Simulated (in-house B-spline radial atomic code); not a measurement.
# LDA VWN5 excitations of Ne⁶⁺

Method: LDA VWN5. Computed with a B-spline radial code for spherical atoms: linear response of the closed shell [He] 2s2 with the functional's adiabatic kernel; non-relativistic, point nucleus, no spin-orbit coupling, no double excitations, S, P, D and F terms only.

Command:
```bash
python run_td.py task.json out
```
Settings (radii: box in bohr, nucleus in fm):
```
Z                        10
electrons                4
configuration            [He] 2s2
hamiltonian              nr
method                   lda,vwn
box_radius               14.35
intervals                48
```

Cost of the run: 1 thread of Intel(R) Xeon(R) 6975P-C (Granite Rapids), with other jobs on the host.

The lowest states, in the order of their Tamm-Dancoff energies; the method's threshold (minus the highest occupied level) is 191.46 eV. Labels give the largest channel, * marks a mixed state, and oscillator strengths are full-response dipole values. Semilocal kernels can invert the small singlet-triplet splittings of Rydberg terms. Energies in eV:

```tsv
state	full response	Tamm-Dancoff	oscillator strength
2s → 2p 3P	11.638	12.624	-
2s → 2p 1P	24.243	25.614	0.361
2s → 3s 3S	118.20	118.21	-
2s → 3s 1S	?	?	-
2s → 3p 3P	123.18	123.19	-
2s → 3p 1P	?	?	?
2s → 3d 3D	126.52	126.54	-
2s → 3d 1D	127.97	127.98	-
2s → 4s 3S	153.94	153.95	-
2s → 4s 1S	154.63	154.63	-
2s → 4p 3P	155.93	155.93	-
2s → 4p 1P	156.08	156.08	0.129
2s → 4d 3D	157.53	157.54	-
2s → 4d 1D	157.98	157.98	-
2s → 4f 1F	159.15	159.15	-
2s → 4f 3F	159.32	159.32	-
```

(1) Where does 2s → 3p 1P lie?

(2) Where does 2s → 3s 1S lie?

(3) How large is the singlet-triplet splitting of 2s → 2p (P terms) in Tamm-Dancoff?

(4) What polarisabilities and dispersion coefficient does the method give?

Answers

(1) At 123.62 eV in full response, 123.62 eV in Tamm-Dancoff, oscillator strength 0.502.

(2) At 120.52 eV in full response, 120.55 eV in Tamm-Dancoff.

(3) 13 eV, from the unrounded values.

(4) Dipole 0.4935 bohr³, quadrupole 0.09754 bohr⁵, C6 0.1854 hartree·bohr⁶ for two such species.
